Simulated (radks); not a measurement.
Results of a calculation; reference values are marked as such.
Ionisation ladder of lanthanum, from La22+ to La43+. Each ion is in the ground configuration listed by NIST, and IE = E(next ion) - E(this ion). Code: a radial shooting solver on a logarithmic mesh with Libxc functionals. Model: scalar-relativistic Kohn-Sham, PBEsol, spin-polarised, spherical densities, finite nucleus; open shells are filled with parallel spins first (spin-orbit coupling, left out, can overturn this in heavy ions); Fermi nuclear charge, rms radius 4.855 fm.

\begin{tabular}{lrrrrrrrr}
species & configuration & E (hartree) & IE, Delta-SCF (eV) & -e(HOMO) (eV) & HOMO & IE, NIST (eV) & kind & error (eV) \\ \hline
La22+ & [Ar] 3d10 4s2 4p5 & -8278.7350 & 739.18 & 722.04 & 4p down & 731 & theory & +8.2 \\
La23+ & [Ar] 3d10 4s2 4p4 & -8251.5706 & 773.73 & 756.84 & 4p down & 770 & theory & +3.7 \\
La24+ & [Ar] 3d10 4s2 4p3 & -8223.1366 & 819.07 & 801.17 & 4p up & 806 & theory & +13.1 \\
La25+ & [Ar] 3d10 4s2 4p2 & -8193.0364 & 855.39 & 837.56 & 4p up & 865 & theory & -9.6 \\
La26+ & [Ar] 3d10 4s2 4p1 & -8161.6014 & 891.30 & 873.76 & 4p up & 906 & theory & -14.7 \\
La27+ & [Ar] 3d10 4s2 & -8128.8469 & 1002.1 & 984.62 & 4s & 995 & theory & +7.1 \\
La28+ & [Ar] 3d10 4s1 & -8092.0213 & 1043.4 & 1025.7 & 4s up & 1039.1 & semi-emp. & +4.3 \\
La29+ & [Ar] 3d10 & -8053.6774 & 1806.7 & 1764.4 & 3d & 1800 & theory & +6.7 \\
La30+ & [Ar] 3d9 & -7987.2825 & 1893.5 & 1850.6 & 3d down & 1884 & theory & +9.5 \\
La31+ & [Ar] 3d8 & -7917.6974 & 1981.5 & 1938.0 & 3d down & 1974 & theory & +7.5 \\
La32+ & [Ar] 3d7 & -7844.8788 & 2070.5 & 2026.6 & 3d down & 2069 & theory & +1.5 \\
La33+ & [Ar] 3d6 & -7768.7878 & 2160.5 & 2116.1 & 3d down & 2162 & theory & -1.5 \\
La34+ & [Ar] 3d5 & -7689.3918 & 2277.9 & 2231.6 & 3d up & 2259 & theory & +18.9 \\
La35+ & [Ar] 3d4 & -7605.6798 & 2372.8 & 2325.9 & 3d up & 2377 & theory & -4.2 \\
La36+ & [Ar] 3d3 & -7518.4802 & 2468.8 & 2421.4 & 3d up & 2473 & theory & -4.2 \\
La37+ & [Ar] 3d2 & -7427.7520 & 2565.8 & 2518.0 & 3d up & 2577 & theory & -11.2 \\
La38+ & [Ar] 3d1 & -7333.4589 & 2663.7 & 2615.4 & 3d up & 2674 & theory & -10.3 \\
La39+ & [Ar] & -7235.5712 & 2983.7 & 2941.5 & 3p & 2950 & theory & +33.7 \\
La40+ & [Ne] 3s2 3p5 & -7125.9213 & 3070.3 & 3028.3 & 3p down & 3036 & theory & +34.3 \\
La41+ & [Ne] 3s2 3p4 & -7013.0907 & 3155.6 & 3114.4 & 3p down & 3133 & theory & +22.6 \\
La42+ & [Ne] 3s2 3p3 & -6897.1262 & 3268.7 & 3224.9 & 3p up & 3222 & theory & +46.7 \\
La43+ & [Ne] 3s2 3p2 & -6777.0049 & 3357.9 & 3314.4 & 3p up & 3416 & theory & -58.1 \\
\end{tabular}

Reference values: NIST Atomic Spectra Database (exp. = measured, semi-emp. = semi-empirical, theory = theoretical value adopted there). The ionisation energy per charge of the ion left behind rises most, in proportion, at La29+ ([Ar] 3d10), from 35.979 to 60.223 eV. Open shells are spherical and high-spin; term and fine-structure splittings are not resolved. Spin-orbit splitting is averaged out at the scalar-relativistic level.
